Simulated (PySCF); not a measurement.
Species: C7H15P.
Bonds: C1–P2, P2–C3, C3–C4, C4–C5, C5–C6, C6–C7, C7–C8, P2–C8. Hydrogens: H9, H10, H11 on C1; H12, H13 on C3; H14, H15 on C4; H16, H17 on C5; H18, H19 on C6; H20, H21 on C7; H22, H23 on C8.

Level: PBE0/pcSseg-1 in PySCF, non-relativistic, on one gas-phase PBE0-D3(BJ)/def2-SVP geometry that isn't relaxed in the solvent. The solvent is an IEF-PCM continuum (Bondi radii, 1.10 Å for H, scaled by 1.2). Specific hydrogen bonds and non-electrostatic terms are outside this model.

Gas phase at PBE0/pcSseg-1: HOMO -6.29 eV, LUMO 1.20 eV, dipole 1.20 D.

What does the continuum do to the energy, the frontier levels and the dipole at PBE0/pcSseg-1 in dichloromethane and dimethylsulfoxide?

```tsv
solvent	ε	E(solvent) − E(gas) (kcal/mol)	polarisation term (kcal/mol)	distortion of the solute (kcal/mol)	HOMO (eV)	LUMO (eV)	dipole (D)
dichloromethane	8.93	-2.25	-2.60	0.35	-6.39	1.29	1.74
dimethylsulfoxide	46.83	-2.68	-3.20	0.52	-6.42	1.29	1.89
```

Polarisation term: ½ Σ q·V over the induced surface charges. Distortion: the rise of the solute's own energy as its density leaves the gas-phase optimum. From dichloromethane to dimethylsulfoxide the lowering changes by a factor 1.19, Onsager's factor (ε − 1)/(2ε + 1) by 1.15 and ε itself by 5.2.

Which radius a makes the point-dipole formula ΔE = −[(ε − 1)/(2ε + 1)]·μ²/a³ give the value in dimethylsulfoxide, with the gas-phase dipole?

μ = 0.470 au and |ΔE| = 0.00427 Eh give a = 1.55 Å; the farthest nucleus lies 3.65 Å from the centroid of the nuclei, so such a sphere wouldn't even hold the nuclei. The formula assumes a rigid point dipole at the centre of a sphere.

Which ESP-fitted charges (PBE0/pcSseg-1) respond most in dichloromethane (means over atoms taken as equivalent)?

| atoms | environment | gas (e) | solvent (e) | change |
| --- | --- | --- | --- | --- |
| P2 | phosphine phosphorus | -0.148 | -0.219 | -0.071 |
| C4/C7 | ring CH2 carbon | -0.380 | -0.406 | -0.026 |
| H12/H13/H22/H23 | methylene hydrogen | +0.097 | +0.110 | +0.013 |
| C1 | sp3 carbon bound to phosphorus | -0.571 | -0.581 | -0.010 |
| H9/H10/H11 | methyl hydrogen | +0.173 | +0.183 | +0.010 |
| C5/C6 | ring CH2 carbon | +0.046 | +0.055 | +0.009 |
| H14/H15/H20/H21 | methylene hydrogen | +0.114 | +0.121 | +0.007 |
| C3/C8 | sp3 carbon bound to phosphorus | -0.041 | -0.036 | +0.005 |
